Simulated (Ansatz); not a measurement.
disilazane (H7NSi2), singlet, geometry from GFN2-xTB; MP2/def2-SVP in Ansatz (an electronic-structure program).

Input for Ansatz:
Ansatz 0.2 input:
```yaml
crystal:
  periodic: [false, false, false]
  atoms:
    - {symbol: Si, position_ang: [1.49303295, -0.29467355, 0.37775681]}
    - {symbol: N, position_ang: [0.07177708, -0.11245754, -0.59500001]}
    - {symbol: Si, position_ang: [-1.52266963, 0.35803387, -0.10940318]}
    - {symbol: H, position_ang: [2.60085977, -0.44841929, -0.56612732]}
    - {symbol: H, position_ang: [1.61644865, 0.91435503, 1.18804151]}
    - {symbol: H, position_ang: [1.41022821, -1.47096761, 1.25316965]}
    - {symbol: H, position_ang: [0.11743383, -0.57014488, -1.49085173]}
    - {symbol: H, position_ang: [-2.18929653, -0.69189990, 0.67169837]}
    - {symbol: H, position_ang: [-2.25767966, 0.60314487, -1.35098125]}
    - {symbol: H, position_ang: [-1.38552039, 1.56409001, 0.70310006]}
basis:
  gaussian:
    orbitals: def2-SVP
magnetization: {spin_polarized: false}
correlation: {method: mp2}
```

### Question
Write the output that Ansatz gives for this input, abridged.

### Answer

```
Functional definition: HF
833 factors; integrals over basis functions are off by at most 1.2e-3 eV
mean field evaluation 1: about -17309.4795 eV, gradient 3.0e1 eV
mean field evaluation 2: about -17309.4801 eV, gradient 3.0e1 eV
mean field evaluation 4: about -17311.8645 eV, gradient 3.0e0 eV
mean field evaluation 8: about -17311.8978 eV, gradient 3.1e-4 eV
mean field -17311.89776203 eV, -636.2005083288 hartree, gradient 2.9e-6 eV, S^2 0.000000; 0 other end points of the search recorded, 0 dependent functions left out
11 core orbitals not correlated
reference -17311.89776203 eV, -636.2005083288 hartree; 10, 10 occupied and 64, 64 virtual orbitals, 833 factors
second order -10.23341965 eV of doubles, -0.00000000 eV of singles
Total energy: -17322.13118168 eV, -636.5765795644 hartree
```
